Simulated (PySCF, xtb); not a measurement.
CuI2, SMILES [I][Cu-][I], charge -1, multiplicity 1.

GFN2-xTB (xtb) at its own geometry gives an orbital gap of 7.70 eV.

Geometry: PBE0-D3(BJ)/def2-SVPD. The spin state was assumed, not searched. The def2 effective core potentials stand for the cores of I; spin–orbit coupling is left out.

### Question
What does PySCF with PBE0/def2-TZVPD give? (An estimate is asked for; the answer gives what the named calculation found.)

### Answer
gap 5.51 eV (levels -2.55 and 2.96 eV).
